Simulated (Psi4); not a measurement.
C$_{3}$H$_{5}$F$_{3}$ (SMILES CCC(F)(F)F), singlet, geometry from GFN2-xTB; MP2/STO-3G (Psi4).

The Psi4 input:
```
memory 2 GB

molecule {
0 1
  C    -2.03491522    0.02649027    0.35172757
  C    -0.82123930   -0.85069911    0.06511677
  C     0.43168837   -0.01094199   -0.07509046
  F     0.34683778    0.87861677   -1.07582807
  F     1.51623812   -0.76331098   -0.32839890
  F     0.70914609    0.69038864    1.03447825
  H    -1.89309147    0.58056211    1.27649563
  H    -2.19087423    0.73526762   -0.45797423
  H    -2.92208080   -0.59231024    0.44884702
  H    -0.64891720   -1.55968431    0.87663593
  H    -0.94823744   -1.40418004   -0.86678913
}

set basis sto-3g
set freeze_core true

energy('mp2')
print_variables()
```

**Question.** What does Psi4 print? Leave out banner, timings and long lists.

**Answer.** 
```
    SCF Algorithm Type (re)set to DF.

   => Loading Basis Set <=

    Name: STO-3G
    Role: ORBITAL
    Keyword: BASIS

         ---------------------------------------------------------
                                   SCF
               by Justin Turney, Rob Parrish, Andy Simmonett
                          and Daniel G. A. Smith
                              RHF Reference
         ---------------------------------------------------------

  ==> Geometry <==

    Molecular point group: c1
    Full point group: C1

    Geometry (in Angstrom), charge = 0, multiplicity = 1:

       Center              X                  Y                   Z               Mass
    ------------   -----------------  -----------------  -----------------  -----------------
         C           -2.148181609409    -0.004388931937     0.368419469089    12.000000000000
         C           -0.934505689409    -0.881578311937     0.081808669089    12.000000000000
         C            0.318421980591    -0.041821191937    -0.058398560911    12.000000000000
         F            0.233571390591     0.847737568063    -1.059136170911    18.998403162730
         F            1.402971730591    -0.794190181937    -0.311707000911    18.998403162730
         F            0.595879700591     0.659509438063     1.051170149089    18.998403162730
         H           -2.006357859409     0.549682908063     1.293187529089     1.007825032230
         H           -2.304140619409     0.704388418063    -0.441282330911     1.007825032230
         H           -3.035347189409    -0.623189441937     0.465538919089     1.007825032230
         H           -0.762183589409    -1.590563511937     0.893327829089     1.007825032230
         H           -1.061503829409    -1.435059241937    -0.850097230911     1.007825032230

  Running in c1 symmetry.

  Rotational constants: A =      0.17543  B =      0.09251  C =      0.09151 [cm^-1]
  Rotational constants: A =   5259.19244  B =   2773.45939  C =   2743.39840 [MHz]
  Nuclear repulsion =  272.996408598467269

  Charge       = 0
  Multiplicity = 1
  Electrons    = 50
  Nalpha       = 25
  Nbeta        = 25

  ==> Algorithm <==

  SCF Algorithm Type is DF.
  DIIS enabled.
  MOM disabled.
  Fractional occupation disabled.
  Guess Type is SAD.
  Energy threshold   = 1.00e-08
  Density threshold  = 1.00e-08
  Integral threshold = 1.00e-12

  ==> Primary Basis <==

  Basis Set: STO-3G
    Blend: STO-3G
    Number of shells: 23
    Number of basis functions: 35
[...]
  @DF-RHF Final Energy:  -409.26622800408984
    Total Energy =                       -409.2662280040898395
[...]

  //>>>>>>>>>>>>>>>>>>>>>>>>>>>>>>>>>>>//
  //               DFMP2               //
  //<<<<<<<<<<<<<<<<<<<<<<<<<<<<<<<<<<<//

   => Loading Basis Set <=

    Name: (STO-3G AUX)
    Role: RIFIT
    Keyword: DF_BASIS_MP2

	 --------------------------------------------------------
	                          DF-MP2
	      2nd-Order Density-Fitted Moller-Plesset Theory

	        Rob Parrish, Justin Turney, Andy Simmonett,
	           Ed Hohenstein, and C. David Sherrill
	 --------------------------------------------------------

   => Auxiliary Basis Set <=

  Basis Set: (STO-3G AUX)
    Blend: DEF2-SVP-RI
    Number of shells: 126
    Number of basis functions: 358
    Number of Cartesian functions: 405
    Spherical Harmonics?: true
    Max angular momentum: 3

	 --------------------------------------------------------
	                 NBF =    35, NAUX =   358
	 --------------------------------------------------------
	   CLASS    FOCC     OCC    AOCC    AVIR     VIR    FVIR
	   PAIRS       6      25      19      10      10       0
	 --------------------------------------------------------

	-----------------------------------------------------------
	 ==================> DF-MP2 Energies <====================
	-----------------------------------------------------------
	 Reference Energy          =    -409.2662280040898395 [Eh]
	 Singles Energy            =      -0.0000000000000000 [Eh]
	 Same-Spin Energy          =      -0.0253162190110237 [Eh]
	 Opposite-Spin Energy      =      -0.1689878575597041 [Eh]
	 Correlation Energy        =      -0.1943040765707278 [Eh]
	 Total Energy              =    -409.4605320806605846 [Eh]
	-----------------------------------------------------------
	 ================> DF-SCS-MP2 Energies <==================
	-----------------------------------------------------------
	 SCS Same-Spin Scale       =       0.3333333333333333 [-]
	 SCS Opposite-Spin Scale   =       1.2000000000000000 [-]
	 SCS Same-Spin Energy      =      -0.0084387396703412 [Eh]
	 SCS Opposite-Spin Energy  =      -0.2027854290716449 [Eh]
	 SCS Correlation Energy    =      -0.2112241687419861 [Eh]
	 SCS Total Energy          =    -409.4774521728318177 [Eh]
	-----------------------------------------------------------

  Variable Map:
  ----------------------------------------------------------------------------
[...]
  Array Variable Map:
  ----------------------------------------------------------------------------
[...]
[...]
```
